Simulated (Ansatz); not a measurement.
C2H5AlClN, relaxed with RKS PBE-D4/def2-SVP in the Gaussian-basis code of Ansatz from a rough embedded geometry. The force threshold is 0.03 eV/Å; the program also tests the step.

Total charge 0; spin multiplicity 1. The bonds changed during the relaxation, so this is another structure than the one it started from.

Start:

```xyz
10

C     0.174    1.159   -0.551
C     0.268    0.005    0.389
N     0.922    0.143    1.466
Al   -0.625   -1.731    0.105
Cl   -1.954   -1.961   -1.689
H     1.049    1.729   -0.632
H    -0.698    1.774   -0.268
H    -0.050    0.717   -1.603
H     1.468    1.032    1.642
H    -0.554   -2.866    1.141
```

Q: By how much does the energy fall, and how many steps does the optimiser take? (An estimate is asked.)

A: Ansatz gave: 23.17 kcal/mol, in 33 steps, 6 of them rejected.

Q: Which bonds change most? (Estimate.)

A: The calculation gave: N3–Al4 from 2.785 to 1.945 Å; Al4–Cl5 from 2.243 to 2.135 Å; C1–H6 from 1.047 to 1.113 Å; C1–H8 from 1.163 to 1.111 Å.

Q: Give the relaxed structure. (An estimate is asked.)

A: The calculation gave: 
```xyz
10

C     0.004    1.569   -0.434
C    -0.081    0.156    0.010
N     0.863   -0.514    0.615
Al   -0.649   -1.704    0.336
Cl   -0.418   -3.097   -1.267
H     0.968    2.059   -0.168
H    -0.839    2.149   -0.003
H    -0.139    1.613   -1.535
H     1.787   -0.094    0.840
H    -1.495   -2.138    1.605
```
